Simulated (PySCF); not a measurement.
Si(H)(F)(Br)(Me) (CH4BrFSi), SMILES C[SiH](F)Br.

Geometry: PBE0-D3(BJ)/def2-SVP.

Method: TDA-PBE/def2-SVPD (PySCF).

Vertical excitations. Isolated molecule, no solvent.

```csv
state,energy (eV),λ (nm),f,main pairs
S1,6.76,183,0.027,HOMO→LUMO 97 %
S2,6.81,182,0.004,HOMO→LUMO+1 99 %
S3,7.03,176,0.020,HOMO−1→LUMO 94 %
S4,7.17,173,0.048,"HOMO→LUMO+2 72 %, HOMO−1→LUMO+1 22 %"
S5,7.28,170,0.040,"HOMO−1→LUMO+1 58 %, HOMO→LUMO+2 19 %, HOMO−1→LUMO+2 17 %"
S6,7.41,167,0.024,HOMO−1→LUMO+2 82 %
S7,7.78,159,0.005,HOMO→LUMO+3 96 %
S8,7.98,155,0.017,HOMO−1→LUMO+3 90 %
S9,8.04,154,0.002,HOMO−2→LUMO 88 %
S10,8.20,151,0.001,HOMO−2→LUMO+1 96 %
T1,6.34,196,0,HOMO→LUMO 99 %
T2,6.57,189,0,HOMO−1→LUMO 98 %
T3,6.66,186,0,HOMO→LUMO+1 98 %
T4,6.81,182,0,HOMO−1→LUMO+1 97 %
```
Triplets are in the Tamm–Dancoff approximation.
